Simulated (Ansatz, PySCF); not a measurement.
Ga(F)2(SeH) (F₂GaHSe), SMILES [F][Ga]([F])[SeH].

The structure is a stationary point at ωB97X-D3(BJ)/def2-SVP. The structure was generated by enumeration; whether it is a known compound was not checked. Other conformers were not sampled.

Vertical ionisation energy (IE) and electron affinity (EA) in eV. Rows of orbital energies are one-electron estimates. Where ΔSCF, EOM or ADC give a negative EA the extra electron is unbound and the value depends on the basis.

| level | IE | EA |
|---|---|---|
| −ε(HOMO), −ε(LUMO), PBE0/def2-TZVPD (PySCF) | 8.22 | 1.89 |
| −ε(HOMO), −ε(LUMO), PBE/def2-TZVPD (PySCF) | ? | ? |
| ΔSCF, CAM-B3LYP/def2-SVPD (Ansatz), final states of multiplicity 2 and 2 | 10.66 | 0.37 |
| ΔSCF, PBE/def2-SVPD (Ansatz), final states of multiplicity 2 and 2 | 10.48 | 0.49 |

Task: Complete the blanks. (An estimate is asked for; the answer gives what the named calculation found.)

Result: 
- −ε(HOMO), −ε(LUMO), PBE/def2-TZVPD (PySCF), IE: 7.05
- −ε(HOMO), −ε(LUMO), PBE/def2-TZVPD (PySCF), EA: 2.79

Task: What vertical singlet–triplet gap does ΔSCF give with CAM-B3LYP/def2-SVPD (Ansatz, a program for electronic structure) and with PBE/def2-SVPD (Ansatz)? (Estimate from the structure and the level; the computed values follow.)

Result: 4.75 and 4.55 eV (triplet above singlet where positive).
